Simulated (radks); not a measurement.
Values are calculated unless marked as measured or tabulated.
All-electron atom: Al6+ in [He] 2s2 2p3.

Level of theory: scalar-relativistic Kohn-Sham, LDA (Slater exchange, Perdew-Zunger correlation), spin-polarised, spherical densities, point nucleus; open shells are filled with parallel spins first (a radial shooting solver on a logarithmic mesh with Libxc functionals).

Energy parts (hartree):
| part | energy |
|---|---|
| total | -222.70024 |
| kinetic | 223.12792 |
| electron-nucleus | -492.95164 |
| Hartree | 60.60746 |
| exchange-correlation | -13.48398 |

Orbitals (lengths in bohr, moments of r in powers of bohr; r(max) is where P^2 peaks):
orbital,occ.,eigenvalue (hartree),<1/r>,r(max),<r^4>,<r>
1s up,1,-62.00815,12.59,0.07864,0.0009862,0.1205
1s down,1,-61.77184,12.63,0.07851,0.0009714,0.1201
2s up,1,-9.34676,2.598,0.4702,0.2474,0.5658
2s down,1,-8.92856,2.544,0.4755,0.2680,0.5757
2p up,3,-8.13416,2.519,0.3895,0.2056,0.5101
2p down,0,-7.65746,2.469,0.3962,0.2324,0.5234
3s up,0,-3.10712,0.9612,1.383,9.656,1.497
3s down,0,-3.02747,0.9391,1.415,10.52,1.530
3p up,0,-2.77732,0.9172,1.387,10.74,1.514
3p down,0,-2.69357,0.8956,1.431,11.98,1.557
3d up,0,-2.37216,0.8356,1.192,9.415,1.425
3d down,0,-2.28976,0.7986,1.252,10.98,1.487

The highest occupied level is 2p up at -221.34 eV. Summed over all electrons, <r^2> = 1.766 bohr^2, which gives a Langevin (diamagnetic) susceptibility term of -1.4 x 10^-6 cm^3/mol. For comparison, the ionisation energy in NIST's Atomic Spectra Database is 241.8 eV (semi-empirical). In exact Kohn-Sham theory the highest level is minus the ionisation energy, but local and semilocal functionals leave it too shallow, through self-interaction and a potential that decays too fast; potentials with the right tail come closer. The density falls to 0.001 e/bohr^3 at r = 1.62 bohr. Spin moment in Bohr magnetons: 3.
